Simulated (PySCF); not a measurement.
Job for PySCF: R-BP86/6-31G* on C2H7B (SMILES CBC), a point of a torsion scan.

```python
from pyscf import gto, scf, dft, mp
from pyscf.data.elements import chemcore

mol = gto.M(
    atom='''
    C     1.37648786    0.18712401    0.11901193
    B     0.12467691   -0.33672933   -0.67362048
    C    -0.96807520   -1.21009514    0.04401150
    H     1.77558837   -0.55325139    0.81013524
    H     1.06457238    1.03162395    0.73568665
    H     2.19126708    0.53907082   -0.50895831
    H    -0.01928480   -0.06638602   -1.80697133
    H    -0.95652928   -2.21710030   -0.37497272
    H    -1.97177910   -0.83043203   -0.14215939
    H    -0.83645688   -1.30502822    1.11913226
    ''',
    basis='6-31g*',
    cart=True,
    charge=0, spin=0, verbose=3, max_memory=1800)
mf = dft.RKS(mol, xc='b88,p86')
mf.conv_tol = 1e-8
mf.max_cycle = 100
mf.kernel()
if not mf.converged:
    mf = mf.newton().run(mf.mo_coeff, mf.mo_occ)
```

The log:

```
converged SCF energy = -105.255570882443
```

The run converged.

Cost: very roughly 9 core-seconds.
